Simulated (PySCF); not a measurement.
Atom-mapped SMILES (the numbers label the heavy atoms): `[CH3:1][C:2]#[C:3][c:4]1[cH:5][cH:6][cH-:7][cH:8]1`; H(Xn) means a hydrogen on atom n.

Geometry: GFN2-xTB; GIAO absolute shieldings from PySCF, gas phase, non-relativistic, averaged over equivalent atoms.

At wB97X/pcSseg-1 (171 basis functions, 19 s wall time on 1 thread of an AMD EPYC 9R14, shared host):
```json
{"atoms": "C5/C8", "σ (ppm)": "75.2"}
{"atoms": "C6/C7", "σ (ppm)": "84.2"}
{"atoms": "C3", "σ (ppm)": "91.0"}
{"atoms": "C4", "σ (ppm)": "93.8"}
{"atoms": "C2", "σ (ppm)": "118.1"}
{"atoms": "C1", "σ (ppm)": "182.5"}
{"atoms": "H(C5)/H(C8)", "σ (ppm)": "25.80"}
{"atoms": "H(C6)/H(C7)", "σ (ppm)": "26.34"}
{"atoms": "H(C1)", "σ (ppm)": "29.76"}
```

Task: What do these become at PBE0/pcSseg-1?

Result: 
```csv
atoms,σ at PBE0/pcSseg-1,change
C5/C8,74.1,-1.1
C6/C7,82.1,-2.1
C3,87.5,-3.5
C4,91.3,-2.5
C2,115.4,-2.7
C1,178.0,-4.5
H(C5)/H(C8),25.76,-0.04
H(C6)/H(C7),26.26,-0.08
H(C1),29.39,-0.37
```

The largest change is at C1 (propargylic methyl carbon). Cost: 171 basis functions, 23 s wall time on 1 thread of an Arm Neoverse V1, shared host. The order of the carbon signals is the same at both levels.
